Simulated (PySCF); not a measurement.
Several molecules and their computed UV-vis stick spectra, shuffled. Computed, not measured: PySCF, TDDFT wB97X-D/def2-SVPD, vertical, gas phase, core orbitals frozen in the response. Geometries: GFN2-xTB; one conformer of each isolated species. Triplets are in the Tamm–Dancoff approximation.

A. `C[Si@H]1[SiH2][Si@@H](C=O)[SiH2]1`
B. `C#C[Si]([SiH3])([SiH3])O[SiH3]`
C. `O([SiH3])[Si@H](C#C)[SiH2][SiH3]`
D. `[SiH3]C#C[SiH2][SiH2]O[SiH3]`
E. `C/C=N/[Si@@H](C)[SiH3]`

Lowest singlet levels (six at most, fewer where fewer were computed) with oscillator strengths:

1. 5.76 eV (f 0.007); 6.23 eV (f 0.004); 6.37 eV (f 0.011); 6.51 eV (f 0.022); 6.76 eV (f 0.033); 7.25 eV (f 0.033); T1 5.09 eV
2. 5.38 eV (f 0.025); 6.06 eV (f 0.121); 6.13 eV (f 0.007); 6.30 eV (f 0.005); 6.49 eV (f 0.007); 6.87 eV (f 0.011); T1 4.90 eV
3. 3.17 eV (f 0.000); 4.84 eV (f 0.001); 4.91 eV (f 0.003); 5.25 eV (f 0.147); 5.47 eV (f 0.002); 5.57 eV (f 0.005); T1 2.59 eV
4. 4.27 eV (f 0.000); 6.38 eV (f 0.008); 6.64 eV (f 0.015); 6.77 eV (f 0.387); 7.25 eV (f 0.025); 7.36 eV (f 0.039); T1 3.77 eV
5. 5.60 eV (f 0.001); 5.79 eV (f 0.028); 5.83 eV (f 0.003); 6.36 eV (f 0.061); 6.89 eV (f 0.005); 7.00 eV (f 0.044); T1 4.71 eV

**Question.** Match each spectrum to its molecule.

**Answer.** 1 = C, 2 = B, 3 = A, 4 = E, 5 = D.
- A: S1 at 3.17 eV, HOMO→LUMO (84%); Löwdin shares by element: HOMO oxygen 40%, carbon 20% or more, silicon 14% or more, hydrogen 9% or more (atoms not listed hold the other 18%); LUMO carbon 34% or more, oxygen 24%, silicon 21% or more (atoms not listed hold the other 21%); HOMO -8.78 and LUMO -0.05 eV.
- B: S1 at 5.38 eV, HOMO→LUMO (81%); Löwdin shares by element: HOMO silicon 47% or more, oxygen 14% (atoms not listed hold the other 39%); LUMO silicon 51% or more, carbon 12% or more (atoms not listed hold the other 37%); HOMO -9.31 and LUMO 0.59 eV; point group Cs.
- C: S1 at 5.76 eV, HOMO→LUMO (64%), HOMO-2→LUMO (10%); Löwdin shares by element: HOMO silicon 37% or more, oxygen 14%, carbon 11% or more (atoms not listed hold the other 38%); LUMO silicon 37% or more, carbon 24% (atoms not listed hold the other 38%); HOMO -9.61 and LUMO 0.75 eV.
- D: S1 at 5.60 eV, HOMO-1→LUMO (32%), HOMO→LUMO+1 (30%), HOMO-1→LUMO+2 (10%); Löwdin shares by element: HOMO carbon 37%, silicon 29% or more (atoms not listed hold the other 34%); LUMO silicon 36% or more, carbon 30% (atoms not listed hold the other 33%); HOMO -9.56 and LUMO 0.77 eV.
- E: S1 at 4.27 eV, HOMO→LUMO (93%); Löwdin shares by element: HOMO nitrogen 56%, carbon 20% or more, silicon 10% or more; LUMO carbon 34% or more, nitrogen 27%, silicon 15% (atoms not listed hold the other 23%); HOMO -8.73 and LUMO 1.15 eV.
